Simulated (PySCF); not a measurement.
**From computed data to an observable: chemical shift, span and skew from a shielding tensor**

Ge(Cl)(Me) (CH₃ClGe), SMILES [CH3][Ge][Cl] (connectivity only; charge and spin as stated), neutral, multiplicity 1. Atoms are numbered in the order given.

```xyz
6

Ge     0.1930     0.1213     0.6604
Cl    -1.0160    -0.9524    -0.8620
C      1.1748     1.2959    -0.6336
H      1.8921     1.9501    -0.1185
H      0.4495     1.9113    -1.1889
H      1.7048     0.6731    -1.3709
```

Geometry: PBE-D3(BJ)/def2-TZVP.

GIAO shieldings from B3LYP/pcSseg-2 run with PySCF, non-relativistic, no solvent. The symmetric part of the tensor of C3 has the principal values 63.5, 141.2, 180.7 ppm. The same nucleus in TMS has σ = 181.3 ppm at this level (PySCF, at its B3LYP-D3(BJ)/def2-TZVP geometry). Without spin–orbit terms, shifts of atoms bonded to Cl or Br come out too high.

**Question.** Work out the isotropic shielding, the ¹³C shift against TMS, the span and the skew.

**Answer.** 
σ(iso) = (σ11 + σ22 + σ33)/3 = 128.5 ppm. δ = σ(ref) − σ(iso) = 181.3 − (128.5) = 52.8 ppm.
Span Ω = σ33 − σ11 = 117.2 ppm. Skew κ = 3(σ(iso) − σ22)/Ω = -0.33. Tumbling in solution averages the tensor to δ; in a static solid the shielding alone would spread this spin-1/2 line over Ω.
